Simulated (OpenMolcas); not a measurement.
## Se IV: the spin-orbit constant, worked from levels

```yaml
Program: OpenMolcas
Basis: ANO-RCC-VQZP [7s6p4d2f1g]
Scalar_Hamiltonian: DKH2, point nucleus
Active_space: 3 electrons in 4 orbitals (4s 4p)
State_averaging: 2S+1 = 4 odd, 1 root; 2S+1 = 2 odd, 11 roots; 2S+1 = 4 even, 3 roots; 2S+1 = 2 even, 9 roots
Spin-orbit_coupling: RASSI with atomic mean-field integrals over the reference wave functions, term energies averaged over their components
```

Methods: CASSCF; MS-CASPT2, IPEA 0.25 Eh, imaginary shift 0.1 Eh (closed shells correlated: 3d). Measured levels: Moore, Atomic Energy Levels, vol. II, NSRDS-NBS 35 (1971 reprint of NBS Circular 467, 1952).

**The spin-orbit constant.** For the Hund term ²P° of p1, E(J) = (A/2) J(J+1) + constant and ζ = 2S·A = A. From J = 1/2 to J = 3/2 the energy changes by 1.5 A.

```
   Source  E(3/2) - E(1/2)       A     ζ
   CASSCF           3832.1  2554.7  2555
MS-CASPT2           3852.0  2568.0  2568
 measured           4376.0  2917.3  2917
```

All in cm-1. MS-CASPT2 is off by -12.0 % and CASSCF by -12.4 %. Both methods take the spin-orbit matrix elements from the reference wave functions, so the second can move ζ only through the term energies and any multistate remixing.

Over all roots computed the reference weight is 0.89 to 0.98 in MS-CASPT2; the roots of lowest weight are the least certain, and an intruder state may touch them. Computed and measured levels are paired by configuration, term and J; levels that our copy of the source lacks, or whose pairing is in doubt (as where it misses far off the trend of its configuration), stay unpaired and out of the deviations. Only configurations of the active space appear.

° marks odd parity.
